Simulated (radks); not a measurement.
The vanadium ion V+ inside a hard spherical wall (all orbitals vanish at R), configuration held at [Ar] 3d4 and not refilled when levels cross. Calculated with a radial shooting solver on a logarithmic mesh with Libxc functionals: non-relativistic Kohn-Sham, PBEsol, spin-polarised, spherical densities, point nucleus; open shells are filled with parallel spins first. Eigenvalues in eV for spin up, with the zero of energy where the potential of the charges vanishes at infinity; a dash marks a level that is unbound or too diffuse for the functional's potential to be trusted. A positive occupied level is held by the wall or, in an anion where self-interaction has pushed it up, behind a barrier. The pressure on the wall is -dE/dV.

| R (bohr) | E (hartree) | kinetic (hartree) | e(2p) | e(3s) | e(3p) | e(3d) | e(4s, empty) | e(4p, empty) | pressure (GPa) |
|---|---|---|---|---|---|---|---|---|---|
| free | -942.43746 | 941.521 | -503.37 | -72.649 | -47.693 | -9.903 | -9.731 | -5.960 | 0 |
| 12 | -942.43746 | 941.521 | -503.37 | -72.649 | -47.693 | -9.903 | -9.731 | -5.956 | < 0.0001 |
| 10 | -942.43745 | 941.521 | -503.37 | -72.647 | -47.691 | -9.902 | -9.727 | -5.928 | 0.000464 |
| 8 | -942.43720 | 941.523 | -503.34 | -72.620 | -47.665 | -9.877 | -9.680 | -5.737 | 0.0138 |
| 7 | -942.43636 | 941.530 | -503.26 | -72.549 | -47.596 | -9.814 | -9.553 | -5.398 | 0.0754 |
| 6 | -942.43290 | 941.554 | -503.02 | -72.334 | -47.387 | -9.616 | -9.138 | -4.560 | 0.419 |
| 5 | -942.41878 | 941.631 | -502.30 | -71.722 | -46.796 | -9.029 | -7.821 | -2.415 | 2.47 |
| 3 | -942.04345 | 943.246 | -493.90 | -65.500 | -40.708 | -1.801 | 12.881 | 23.418 | 186 |
| 2.5 | -941.37877 | 946.152 | -485.11 | -59.649 | -34.639 | 5.830 | 37.273 | 50.443 | 858 |
| 1.5 | -928.30063 | 991.662 | -408.78 | 1.106 | 30.149 | 76.138 | 275.37 | 286.68 | 44700 |
